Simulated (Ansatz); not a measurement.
Which method gave which barrier?

Saddle point of BH$_{3}$Cl$_{3}$OF, singlet (BCl₃ ([Cl][B]([Cl])[Cl]) + H₂O + HF → BHCl₂O ([OH][B]([Cl])[Cl]) + HCl + HF; bonds formed: Cl2–H7, H5–F8; dative contacts that become bonds: B1–O6; bonds broken: B1–Cl2, H5–O6, H7–F8), PBE0-D4/def2-TZVP structure:

```
atom    x (Å)    y (Å)    z (Å)
  B1  -0.7440   0.3054  -0.5763
 Cl2   1.3202   0.3851  -1.1981
 Cl3  -1.5947  -0.5250  -1.9080
 Cl4  -1.1609   1.9936  -0.2193
  H5   0.4590  -0.3244   1.2132
  O6  -0.6400  -0.5079   0.6236
  H7   1.6641   0.1964   0.2254
  F8   1.5045  -0.0867   1.4140
  H9  -0.8082  -1.4367   0.4255
```

Program: Ansatz 0.2.0. Basis: def2-TZVPP, with def2-QZVPP for the basis limit. Cores are frozen in the correlated methods. Extrapolation: Hartree–Fock as exp(−7.88 √X), correlation as X^−2.97. Four methods, as single points on the PBE0-D4 structures, gave these electronic barriers from the start structure: 0.347, 0.464, 0.561, 0.966 eV.

Q: The methods were, in alphabetical order, BLYP-D4, HF, MP2, PBE0-D4. Which gave which? (Judge from chemistry; the calculation decides.)

A: The calculation gives: BLYP-D4 0.347; PBE0-D4 0.464; MP2 0.561; HF 0.966 eV. For comparison, CCSD(T) at an estimated basis limit (MP2 extrapolated from triple and quadruple zeta, plus CCSD(T) − MP2 in triple zeta) gives 0.632 eV.

The T1 diagnostic stays at or below 0.011.

Labels in which every atom is bracketed show which atoms are joined, not bond orders.

For scale, one of the runs: CCSD(T)/def2-TZVPP, 261 basis functions, launched by `ansatz run in.yaml --threads 8 --pin off --events-out ev --progress --plain --max-ram 19148MiB`. Hardware: 8 CPU threads of an Arm Neoverse V2, shared host. Wall time 2.8 min; peak host memory 6.3 GiB.
